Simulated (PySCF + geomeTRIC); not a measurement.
Level of theory: TPSS-D3(BJ)/def2-SVP (PySCF + geomeTRIC). fastk is a local helper that only speeds up exchange builds. No frequencies were computed at this level.

```python
import json, numpy as np
from pyscf import gto, dft
from fastk import lowrank_exchange
atoms = """
Mo    -0.165165    -0.152747    -0.000249
O     -1.663508     0.087999    -0.956076
H     -2.577048     0.092678    -1.245393
O     -1.022698     0.359960     1.489903
H     -1.219803     0.741212     2.346734
O      0.768351    -0.414204    -1.510207
H      1.100159    -0.328986    -2.405206
O      1.257801    -0.643679     0.974439
H      2.035108    -1.100471     1.299118
N     -0.730429    -2.024151     0.145485
H     -1.559380    -2.443200    -0.260675
H     -0.251597    -2.766726     0.642514
N      0.399761     1.719081    -0.146571
H      0.155410     2.480128     0.476995
H      0.995563     2.119310    -0.862551
"""
def scf(charge, spin, dm0=None):
    mol = gto.M(atom=atoms, basis='def2-svp', ecp={'Mo': 'def2-svp'}, charge=charge, spin=spin, verbose=3, max_memory=10080)
    mf = dft.KS(mol, xc='tpss').density_fit(auxbasis="def2-universal-jkfit")
    mf.disp = 'd3bj'
    mf.grids.level = 3
    mf.conv_tol = 1e-8
    mf.max_cycle = 120
    mf.level_shift = 0.25
    mf.kernel(dm0)
    if not mf.converged:
        mf = mf.newton().run(mf.mo_coeff, mf.mo_occ).undo_soscf()
    return mf
mf = scf(0, 0)
from pyscf.geomopt.geometric_solver import kernel as optimize
path = []
done, mol = optimize(mf, maxsteps=120, assert_convergence=False, callback=lambda env: path.append((env["energy"], bool(env["g_scanner"].converged))))
res = dict(converged=bool(done and path[-1][1]), energy=path[-1][0], path=[e for e, c in path], xyz=mol.atom_coords(unit="Angstrom").tolist(), nao=mol.nao)
json.dump(res, open("result.json", "w"))
```

Output:

```
[...]
cycle 22: E = -483.293668708  dE = -9.86591e-05  norm(grad) = 0.00756879
Geometry optimization cycle 23
converged SCF energy = -483.293764537038
cycle 23: E = -483.293764537  dE = -9.58289e-05  norm(grad) = 0.0058512
Geometry optimization cycle 24
converged SCF energy = -483.293596158548
cycle 24: E = -483.293596159  dE = 0.000168378  norm(grad) = 0.0114128
Geometry optimization cycle 25
converged SCF energy = -483.294144644831
cycle 25: E = -483.294144645  dE = -0.000548486  norm(grad) = 0.00551025
Geometry optimization cycle 26
converged SCF energy = -483.294139179104
cycle 26: E = -483.294139179  dE = 5.46573e-06  norm(grad) = 0.00717664
Geometry optimization cycle 27
converged SCF energy = -483.294420813802
cycle 27: E = -483.294420814  dE = -0.000281635  norm(grad) = 0.00490957
Geometry optimization cycle 28
converged SCF energy = -483.294743734186
cycle 28: E = -483.294743734  dE = -0.00032292  norm(grad) = 0.00541064
Geometry optimization cycle 29
converged SCF energy = -483.295246968378
cycle 29: E = -483.295246968  dE = -0.000503234  norm(grad) = 0.00600789
Geometry optimization cycle 30
converged SCF energy = -483.296015497381
cycle 30: E = -483.296015497  dE = -0.000768529  norm(grad) = 0.00795038
Geometry optimization cycle 31
converged SCF energy = -483.297054040891
cycle 31: E = -483.297054041  dE = -0.00103854  norm(grad) = 0.0101685
Geometry optimization cycle 32
converged SCF energy = -483.297802922165
cycle 32: E = -483.297802922  dE = -0.000748881  norm(grad) = 0.012958
Geometry optimization cycle 33
converged SCF energy = -483.298130934974
cycle 33: E = -483.298130935  dE = -0.000328013  norm(grad) = 0.0182789
Geometry optimization cycle 34
converged SCF energy = -483.299505820341
cycle 34: E = -483.29950582  dE = -0.00137489  norm(grad) = 0.00964734
Geometry optimization cycle 35
converged SCF energy = -483.300527654055
cycle 35: E = -483.300527654  dE = -0.00102183  norm(grad) = 0.00941471
Geometry optimization cycle 36
converged SCF energy = -483.301297885742
cycle 36: E = -483.301297886  dE = -0.000770232  norm(grad) = 0.0101155
Geometry optimization cycle 37
converged SCF energy = -483.301975897154
cycle 37: E = -483.301975897  dE = -0.000678011  norm(grad) = 0.00788742
Geometry optimization cycle 38
converged SCF energy = -483.302487924722
cycle 38: E = -483.302487925  dE = -0.000512028  norm(grad) = 0.0054797
Geometry optimization cycle 39
converged SCF energy = -483.302726497817
cycle 39: E = -483.302726498  dE = -0.000238573  norm(grad) = 0.005103
Geometry optimization cycle 40
converged SCF energy = -483.302977062952
cycle 40: E = -483.302977063  dE = -0.000250565  norm(grad) = 0.00426692
Geometry optimization cycle 41
converged SCF energy = -483.303137678641
cycle 41: E = -483.303137679  dE = -0.000160616  norm(grad) = 0.00337526
Geometry optimization cycle 42
converged SCF energy = -483.303219636492
cycle 42: E = -483.303219636  dE = -8.19579e-05  norm(grad) = 0.00259106
Geometry optimization cycle 43
converged SCF energy = -483.303283553049
cycle 43: E = -483.303283553  dE = -6.39166e-05  norm(grad) = 0.00254284
Geometry optimization cycle 44
converged SCF energy = -483.303328163899
cycle 44: E = -483.303328164  dE = -4.46109e-05  norm(grad) = 0.00262777
Geometry optimization cycle 45
converged SCF energy = -483.303353545159
cycle 45: E = -483.303353545  dE = -2.53813e-05  norm(grad) = 0.00220942
Geometry optimization cycle 46
converged SCF energy = -483.303374067113
cycle 46: E = -483.303374067  dE = -2.0522e-05  norm(grad) = 0.00123595
Geometry optimization cycle 47
converged SCF energy = -483.303383056815
cycle 47: E = -483.303383057  dE = -8.9897e-06  norm(grad) = 0.000687702
Geometry optimization cycle 48
converged SCF energy = -483.303386415207
cycle 48: E = -483.303386415  dE = -3.35839e-06  norm(grad) = 0.000829572
Geometry optimization cycle 49
converged SCF energy = -483.303387224484
cycle 49: E = -483.303387224  dE = -8.09277e-07  norm(grad) = 0.00104917
Geometry optimization cycle 50
converged SCF energy = -483.303389252235
cycle 50: E = -483.303389252  dE = -2.02775e-06  norm(grad) = 0.000867064
Geometry optimization cycle 51
converged SCF energy = -483.303392190787
cycle 51: E = -483.303392191  dE = -2.93855e-06  norm(grad) = 0.000514216
Geometry optimization cycle 52
converged SCF energy = -483.303393726057
cycle 52: E = -483.303393726  dE = -1.53527e-06  norm(grad) = 0.000526948
Geometry optimization cycle 53
converged SCF energy = -483.303394722737
cycle 53: E = -483.303394723  dE = -9.9668e-07  norm(grad) = 0.000424389
<class 'geometric.internal.Distance'> : 14
<class 'geometric.internal.Angle'> : 7
<class 'geometric.internal.LinearAngle'> : 14
<class 'geometric.internal.OutOfPlane'> : 14
<class 'geometric.internal.Dihedral'> : 22
<class 'geometric.internal.TranslationX'> : 1
<class 'geometric.internal.TranslationY'> : 1
<class 'geometric.internal.TranslationZ'> : 1
<class 'geometric.internal.RotationA'> : 1
<class 'geometric.internal.RotationB'> : 1
<class 'geometric.internal.RotationC'> : 1
Step    0 : Gradient = 3.531e-02/6.417e-02 (rms/max) Energy = -483.2375686498
Step    1 : Displace = 9.339e-02/1.443e-01 (rms/max) Trust = 1.000e-01 (=) Grad = 5.023e-03/8.181e-03 (rms/max) E (change) = -483.2635932311 (-2.602e-02) Quality = 0.662
Step    2 : Displace = 1.060e-01/1.740e-01 (rms/max) Trust = 1.000e-01 (=) Grad = 6.715e-03/1.209e-02 (rms/max) E (change) = -483.2634179953 (+1.752e-04) Quality = -0.052
Step    3 : Displace = 4.531e-02/8.209e-02 (rms/max) Trust = 5.000e-02 (-) Grad = 4.974e-03/8.256e-03 (rms/max) E (change) = -483.2663390481 (-2.921e-03) Quality = 1.041
Step    4 : Displace = 7.449e-02/1.752e-01 (rms/max) Trust = 7.071e-02 (+) Grad = 5.927e-03/1.124e-02 (rms/max) E (change) = -483.2706337867 (-4.295e-03) Quality = 1.216
Step    5 : Displace = 9.893e-02/2.415e-01 (rms/max) Trust = 1.000e-01 (+) Grad = 8.805e-03/2.145e-02 (rms/max) E (change) = -483.2748391684 (-4.205e-03) Quality = 0.772
Step    6 : Displace = 1.410e-01/3.122e-01 (rms/max) Trust = 1.414e-01 (+) Grad = 9.857e-03/2.036e-02 (rms/max) E (change) = -483.2841580778 (-9.319e-03) Quality = 1.036
Step    7 : Displace = 1.885e-01/3.738e-01 (rms/max) Trust = 2.000e-01 (+) Grad = 6.808e-03/9.539e-03 (rms/max) E (change) = -483.2853161314 (-1.158e-03) Quality = 0.138
Step    8 : Displace = 9.928e-02/2.049e-01 (rms/max) Trust = 9.426e-02 (-) Grad = 3.036e-03/4.911e-03 (rms/max) E (change) = -483.2910656874 (-5.750e-03) Quality = 0.763
Step    9 : Displace = 4.076e-02/7.559e-02 (rms/max) Trust = 1.333e-01 (+) Grad = 2.046e-03/3.267e-03 (rms/max) E (change) = -483.2921220399 (-1.056e-03) Quality = 1.162
Step   10 : Displace = 2.845e-02/5.338e-02 (rms/max) Trust = 1.885e-01 (+) Grad = 1.544e-03/3.239e-03 (rms/max) E (change) = -483.2928134619 (-6.914e-04) Quality = 1.335
Step   11 : Displace = 4.261e-02/7.145e-02 (rms/max) Trust = 2.666e-01 (+) Grad = 1.654e-03/3.420e-03 (rms/max) E (change) = -483.2932327256 (-4.193e-04) Quality = 0.860
Step   12 : Displace = 1.445e-02/2.573e-02 (rms/max) Trust = 3.000e-01 (+) Grad = 7.924e-04/1.686e-03 (rms/max) E (change) = -483.2933908363 (-1.581e-04) Quality = 1.126
Step   13 : Displace = 7.649e-03/1.259e-02 (rms/max) Trust = 3.000e-01 (=) Grad = 3.477e-04/5.603e-04 (rms/max) E (change) = -483.2934444044 (-5.357e-05) Quality = 1.307
Step   14 : Displace = 7.769e-03/1.425e-02 (rms/max) Trust = 3.000e-01 (=) Grad = 3.103e-04/4.984e-04 (rms/max) E (change) = -483.2934733319 (-2.893e-05) Quality = 1.167
Step   15 : Displace = 5.178e-03/8.548e-03 (rms/max) Trust = 3.000e-01 (=) Grad = 3.189e-04/7.216e-04 (rms/max) E (change) = -483.2934878258 (-1.449e-05) Quality = 1.234
Step   16 : Displace = 7.187e-03/1.198e-02 (rms/max) Trust = 3.000e-01 (=) Grad = 2.209e-04/3.815e-04 (rms/max) E (change) = -483.2935014448 (-1.362e-05) Quality = 1.081
Step   17 : Displace = 5.084e-03/1.007e-02 (rms/max) Trust = 3.000e-01 (=) Grad = 1.421e-04/3.673e-04 (rms/max) E (change) = -483.2935081660 (-6.721e-06) Quality = 1.074
Step   18 : Displace = 5.822e-03/1.176e-02 (rms/max) Trust = 3.000e-01 (=) Grad = 2.094e-04/3.845e-04 (rms/max) E (change) = -483.2935153359 (-7.170e-06) Quality = 1.133
Step   19 : Displace = 1.233e-02/2.556e-02 (rms/max) Trust = 3.000e-01 (=) Grad = 5.065e-04/9.464e-04 (rms/max) E (change) = -483.2935316912 (-1.636e-05) Quality = 1.209
Step   20 : Displace = 3.999e-02/8.349e-02 (rms/max) Trust = 3.000e-01 (=) Grad = 1.411e-03/2.458e-03 (rms/max) E (change) = -483.2935700491 (-3.836e-05) Quality = 0.859
Step   21 : Displace = 3.166e-02/6.513e-02 (rms/max) Trust = 3.000e-01 (=) Grad = 1.954e-03/3.384e-03 (rms/max) E (change) = -483.2936687082 (-9.866e-05) Quality = 2.037
Step   22 : Displace = 1.798e-02/3.285e-02 (rms/max) Trust = 3.000e-01 (=) Grad = 1.511e-03/2.352e-03 (rms/max) E (change) = -483.2937645370 (-9.583e-05) Quality = 0.566
Step   23 : Displace = 4.540e-02/9.924e-02 (rms/max) Trust = 3.000e-01 (=) Grad = 2.947e-03/5.607e-03 (rms/max) E (change) = -483.2935961585 (+1.684e-04) Quality = -0.391
Step   24 : Displace = 2.288e-02/4.916e-02 (rms/max) Trust = 2.270e-02 (-) Grad = 1.423e-03/3.047e-03 (rms/max) E (change) = -483.2941446448 (-5.485e-04) Quality = 1.029
Step   25 : Displace = 3.392e-02/5.634e-02 (rms/max) Trust = 3.210e-02 (+) Grad = 1.853e-03/3.458e-03 (rms/max) E (change) = -483.2941391791 (+5.466e-06) Quality = -0.025
Step   26 : Displace = 1.727e-02/3.754e-02 (rms/max) Trust = 1.605e-02 (-) Grad = 1.268e-03/2.991e-03 (rms/max) E (change) = -483.2944208138 (-2.816e-04) Quality = 0.998
Step   27 : Displace = 2.282e-02/4.794e-02 (rms/max) Trust = 2.270e-02 (+) Grad = 1.397e-03/3.647e-03 (rms/max) E (change) = -483.2947437342 (-3.229e-04) Quality = 1.451
Step   28 : Displace = 3.227e-02/5.909e-02 (rms/max) Trust = 3.210e-02 (+) Grad = 1.551e-03/3.394e-03 (rms/max) E (change) = -483.2952469684 (-5.032e-04) Quality = 1.034
Step   29 : Displace = 4.816e-02/9.936e-02 (rms/max) Trust = 4.540e-02 (+) Grad = 2.053e-03/3.704e-03 (rms/max) E (change) = -483.2960154974 (-7.685e-04) Quality = 1.063
Step   30 : Displace = 6.575e-02/1.319e-01 (rms/max) Trust = 6.420e-02 (+) Grad = 2.625e-03/4.102e-03 (rms/max) E (change) = -483.2970540409 (-1.039e-03) Quality = 0.957
Step   31 : Displace = 8.849e-02/1.883e-01 (rms/max) Trust = 9.079e-02 (+) Grad = 3.346e-03/5.607e-03 (rms/max) E (change) = -483.2978029222 (-7.489e-04) Quality = 0.765
Step   32 : Displace = 5.624e-02/1.099e-01 (rms/max) Trust = 1.284e-01 (+) Grad = 4.720e-03/8.640e-03 (rms/max) E (change) = -483.2981309350 (-3.280e-04) Quality = 0.399
Step   33 : Displace = 3.583e-02/7.814e-02 (rms/max) Trust = 1.284e-01 (=) Grad = 2.491e-03/4.736e-03 (rms/max) E (change) = -483.2995058203 (-1.375e-03) Quality = 1.308
Step   34 : Displace = 7.447e-02/1.443e-01 (rms/max) Trust = 1.816e-01 (+) Grad = 2.431e-03/4.329e-03 (rms/max) E (change) = -483.3005276541 (-1.022e-03) Quality = 1.218
Step   35 : Displace = 4.880e-02/1.178e-01 (rms/max) Trust = 2.568e-01 (+) Grad = 2.612e-03/4.530e-03 (rms/max) E (change) = -483.3012978857 (-7.702e-04) Quality = 1.285
Step   36 : Displace = 4.626e-02/9.156e-02 (rms/max) Trust = 3.000e-01 (+) Grad = 2.037e-03/3.210e-03 (rms/max) E (change) = -483.3019758972 (-6.780e-04) Quality = 1.362
Step   37 : Displace = 5.089e-02/9.304e-02 (rms/max) Trust = 3.000e-01 (=) Grad = 1.415e-03/2.293e-03 (rms/max) E (change) = -483.3024879247 (-5.120e-04) Quality = 1.168
Step   38 : Displace = 3.297e-02/8.232e-02 (rms/max) Trust = 3.000e-01 (=) Grad = 1.318e-03/2.054e-03 (rms/max) E (change) = -483.3027264978 (-2.386e-04) Quality = 0.923
Step   39 : Displace = 3.353e-02/5.508e-02 (rms/max) Trust = 3.000e-01 (=) Grad = 1.102e-03/2.411e-03 (rms/max) E (change) = -483.3029770630 (-2.506e-04) Quality = 1.318
Step   40 : Displace = 2.171e-02/3.814e-02 (rms/max) Trust = 3.000e-01 (=) Grad = 8.715e-04/1.777e-03 (rms/max) E (change) = -483.3031376786 (-1.606e-04) Quality = 1.048
Step   41 : Displace = 2.023e-02/4.039e-02 (rms/max) Trust = 3.000e-01 (=) Grad = 6.690e-04/1.420e-03 (rms/max) E (change) = -483.3032196365 (-8.196e-05) Quality = 1.152
Step   42 : Displace = 1.944e-02/3.698e-02 (rms/max) Trust = 3.000e-01 (=) Grad = 6.566e-04/1.372e-03 (rms/max) E (change) = -483.3032835530 (-6.392e-05) Quality = 1.066
Step   43 : Displace = 1.790e-02/3.111e-02 (rms/max) Trust = 3.000e-01 (=) Grad = 6.785e-04/1.759e-03 (rms/max) E (change) = -483.3033281639 (-4.461e-05) Quality = 0.969
Step   44 : Displace = 1.280e-02/2.312e-02 (rms/max) Trust = 3.000e-01 (=) Grad = 5.705e-04/1.173e-03 (rms/max) E (change) = -483.3033535452 (-2.538e-05) Quality = 0.806
Step   45 : Displace = 6.754e-03/1.150e-02 (rms/max) Trust = 3.000e-01 (=) Grad = 3.191e-04/7.227e-04 (rms/max) E (change) = -483.3033740671 (-2.052e-05) Quality = 0.983
Step   46 : Displace = 3.520e-03/5.128e-03 (rms/max) Trust = 3.000e-01 (=) Grad = 1.776e-04/3.434e-04 (rms/max) E (change) = -483.3033830568 (-8.990e-06) Quality = 1.018
Step   47 : Displace = 3.189e-03/6.783e-03 (rms/max) Trust = 3.000e-01 (=) Grad = 2.142e-04/4.429e-04 (rms/max) E (change) = -483.3033864152 (-3.358e-06) Quality = 0.655
Step   48 : Displace = 3.294e-03/7.833e-03 (rms/max) Trust = 3.000e-01 (=) Grad = 2.709e-04/5.829e-04 (rms/max) E (change) = -483.3033872245 (-8.093e-07) Quality = 0.144
Step   49 : Displace = 1.597e-03/3.672e-03 (rms/max) Trust = 1.647e-03 (-) Grad = 2.239e-04/4.639e-04 (rms/max) E (change) = -483.3033892522 (-2.028e-06) Quality = 0.341
Step   50 : Displace = 1.676e-03/2.873e-03 (rms/max) Trust = 1.647e-03 (=) Grad = 1.328e-04/2.593e-04 (rms/max) E (change) = -483.3033921908 (-2.939e-06) Quality = 0.401
Step   51 : Displace = 1.623e-03/2.528e-03 (rms/max) Trust = 1.647e-03 (=) Grad = 1.361e-04/2.484e-04 (rms/max) E (change) = -483.3033937261 (-1.535e-06) Quality = 0.161
Step   52 : Displace = 8.508e-04/1.502e-03 (rms/max) Trust = 8.116e-04 (-) Grad = 1.096e-04/1.930e-04 (rms/max) E (change) = -483.3033947227 (-9.967e-07) Quality = 0.203
Converged! =D
```

Cost: roughly 80 core-minutes.
